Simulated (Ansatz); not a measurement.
Reaction (ligand exchange at a Ge–F bond): `[F][GeH]1[O][AlH]1` + NH₃ → `[NH2][GeH]1[O][AlH]1` + H–F

Calculated with Ansatz (gas phase, PBE0-D4/def2-TZVP geometries, no zero-point term in ΔE). CCSD(T)/CBS is the MP2 limit (def2-TZVPP, def2-QZVPP) plus CCSD(T) − MP2 in def2-TZVPP, frozen cores. This one scheme is used for every species. DFT in def2-TZVPP. B3LYP here is the variant with VWN-RPA as its local correlation; programs differ in this. HSE06 is defined as in plane-wave codes. For Ge outer-core shells are correlated without core-valence functions, which leaves a few kJ/mol of doubt a bond. Scalar relativity is left out up to krypton. One conformer a species, not always the lowest.

`[F][GeH]1[O][AlH]1`:

Cartesian coordinates in Å:
```
F 0.397 2.239 -0.125
Ge -0.555 0.774 -0.102
O 0.463 -0.551 -0.917
Al 0.447 -1.191 0.660
H -1.769 1.146 -0.977
H 1.017 -2.417 1.461
```

NH₃:

Cartesian coordinates in Å:
```
N -0.158 0.056 -0.227
H -0.271 0.760 0.492
H -0.399 -0.835 0.190
H 0.828 0.019 -0.455
```

`[NH2][GeH]1[O][AlH]1`:

Z-matrix (Å, degrees):
```
Ge
O 1 1.896
Al 1 2.331 2 46.0
N 1 1.822 2 114.7 3 -118.4
H 1 1.543 2 108.8 3 125.7
H 3 1.577 1 168.5 2 -176.3
H 4 1.009 1 116.8 2 -82.9
H 4 1.008 1 117.5 2 52.2
```

H–F:

```xyz
2

F    -0.162    0.364    0.230
H     0.162   -0.364   -0.230
```

(1) Is it downhill or uphill in electronic energy at CCSD(T)/CBS, and by how much? (Best estimate.)

(2) What do these levels give: BLYP-D4, r2SCAN-D4, ωB97X-V, PBE-QIDH, B3LYP, HSE06, BHLYP, RPA@PBE/def2-TZVPP, CCSD/def2-SVP, CCSD(T)/def2-SVP, CCSD(T)/def2-TZVPP, SCS-MP2/def2-QZVPP? (Best estimate.)

Largest T1 diagnostic among the species: 0.016.

Answers

(1) Computed: Uphill: ΔE = +0.53 eV.

(2) Computed: BLYP-D4 0.68, r2SCAN-D4 0.66, ωB97X-V 0.64, PBE-QIDH 0.54, B3LYP 0.70, HSE06 0.59, BHLYP 0.68, RPA@PBE/def2-TZVPP 0.56, CCSD/def2-SVP 0.62, CCSD(T)/def2-SVP 0.61, CCSD(T)/def2-TZVPP 0.54, SCS-MP2/def2-QZVPP 0.56 eV.

In def2-TZVPP, CCSD(T) changes the Hartree–Fock value by −0.17 eV (the triples alone add −0.02 eV) and MP2 by −0.21 eV. From PBE to PBE0 (25 % exact exchange), in def2-TZVPP and without D4, ΔE moves by −0.04 eV. At CCSD(T), def2-SVP lies +0.08 eV from the extrapolated value and def2-TZVPP +0.01 eV.
